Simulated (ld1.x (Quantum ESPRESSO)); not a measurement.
Configuration tests for In (TM)

* Element: In
* Generator: ld1.x (Quantum ESPRESSO) 7.5
* Type: norm-conserving Troullier–Martins (Kleinman–Bylander form)
* Functional: LDA (PZ)
* Relativity: scalar-relativistic
* Frozen core: [Kr] 4d10
* Valence charge: 3
* Reference configuration: 5s2 5p0.75 (charge +0.25)
* Partial waves: 5s (bound): rc 1.90 bohr; 5p (bound): rc 2.35 bohr
* Local potential: all-electron potential smoothed inside 1.70 bohr (lloc = -1)
* Core correction: a·sin(br)/r model core inside 1.30 bohr

Energies are relative to the spin-unpolarised reference configuration 5s2 5p0.75; without spin polarisation the order of configurations can differ from experiment. Spin-polarised rows fill each open shell by Hund’s rule, majority spin first.

```
      valence configuration  charge  ΔE all-electron (eV)  error AE − PS (meV)
                    5s2 5p1       0                -0.845                 -0.1
                    5s2 5p0      +1                 4.749                  -11
                    5s1 5p0      +2                24.410                 -203
                    5s0 5p3       0                11.317                  -64
                  5s2 5p1.3    -0.3                -1.427                 -0.7
                    5s1 5p1      +1                11.445                  -49
5s2 5p0.75 (spin-polarised)   +0.25                -0.072                 -0.7
   5s2 5p1 (spin-polarised)       0                -0.962                 -1.0
```

(1) What are ΔE and the potential's error for 5s2 5p0.5?

Note: ghost states, extra bound levels that the all-electron valence spectrum of the same l lacks: s at -38.3 eV, d at -1.89 eV. A true bound ghost makes a file unfit for plane-wave use.

## Answers

(1) ΔE = 1.200 eV all-electron; the error (AE − PS) is -0.9 meV.
